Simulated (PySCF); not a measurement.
Isomers of C6H13FGe, mass 178.021 u with the commonest isotopes. Theory: PBE0-D3(BJ)/def2-SVP geometry optimisation, gas phase (PySCF). One conformer each, none proved a minimum here; rigid rotors.

Question: Order these by rotational constant C, largest first.
A. `[CH3:1][C:2]1([CH3:3])[CH2:4][CH2:5][C@@H:6]([F:7])[GeH2:8]1` with C1–C2–C4–C5 -79°, C2–C4–C5–C6 -55°, C4–C5–C6–F7 -74°, C5–C6–Ge8–C2 -16°
B. `[CH3:1][C@@:2]1([CH2:3][F:4])[CH2:5][CH2:6][GeH2:7][CH2:8]1` with C1–C2–C3–F4 -60°, C1–C2–C5–C6 171°, C2–C5–C6–Ge7 -34°, C5–C6–Ge7–C8 9°, C6–Ge7–C8–C2 15°
C. `[F:1][CH2:2][GeH:3]1[CH2:4][CH2:5][CH2:6][CH2:7][CH2:8]1` with F1–C2–Ge3–C4 59°, C2–Ge3–C4–C5 77°, Ge3–C4–C5–C6 55°, C4–C5–C6–C7 -67°, C5–C6–C7–C8 67°

Answer: A (1025 MHz), C (924.4 MHz), B (853.7 MHz).

Question: Order these by rotational constant B, largest first.
A. `[CH3:1][C@@:2]1([CH2:3][F:4])[CH2:5][CH2:6][GeH2:7][CH2:8]1` with C1–C2–C3–F4 -60°, C1–C2–C5–C6 171°, C2–C5–C6–Ge7 -34°, C5–C6–Ge7–C8 9°, C6–Ge7–C8–C2 15°
B. `[F:1][CH2:2][GeH:3]1[CH2:4][CH2:5][CH2:6][CH2:7][CH2:8]1` with F1–C2–Ge3–C4 59°, C2–Ge3–C4–C5 77°, Ge3–C4–C5–C6 55°, C4–C5–C6–C7 -67°, C5–C6–C7–C8 67°
C. `[CH3:1][C:2]1([CH3:3])[CH2:4][CH2:5][C@@H:6]([F:7])[GeH2:8]1` with C1–C2–C4–C5 -79°, C2–C4–C5–C6 -55°, C4–C5–C6–F7 -74°, C5–C6–Ge8–C2 -16°

Answer: C (1267 MHz), B (1053 MHz), A (949.6 MHz).

Question: Order these by rotational constant A, largest first.
A. `[CH3:1][C@@:2]1([CH2:3][F:4])[CH2:5][CH2:6][GeH2:7][CH2:8]1` with C1–C2–C3–F4 -60°, C1–C2–C5–C6 171°, C2–C5–C6–Ge7 -34°, C5–C6–Ge7–C8 9°, C6–Ge7–C8–C2 15°
B. `[F:1][CH2:2][GeH:3]1[CH2:4][CH2:5][CH2:6][CH2:7][CH2:8]1` with F1–C2–Ge3–C4 59°, C2–Ge3–C4–C5 77°, Ge3–C4–C5–C6 55°, C4–C5–C6–C7 -67°, C5–C6–C7–C8 67°
C. `[CH3:1][C:2]1([CH3:3])[CH2:4][CH2:5][C@@H:6]([F:7])[GeH2:8]1` with C1–C2–C4–C5 -79°, C2–C4–C5–C6 -55°, C4–C5–C6–F7 -74°, C5–C6–Ge8–C2 -16°

Answer: A (2261 MHz), B (2213 MHz), C (1920 MHz).

```csv
SMILES,point group,Ia (u·Å²),Ib (u·Å²),Ic (u·Å²),κ,μa (D),μb (D),μc (D)
C[C]1(C)CC[C@@H](F)[GeH2]1,C1,263.23,398.96,493.04,-0.46,1.17,0.33,1.18
C[C@@]1(CF)C[CH2][GeH2][CH2]1,C1,223.47,532.22,591.99,-0.86,0.40,1.59,0.33
F[CH2][GeH]1[CH2]CCC[CH2]1,C1,228.40,479.84,546.73,-0.80,1.79,0.84,0.56
```
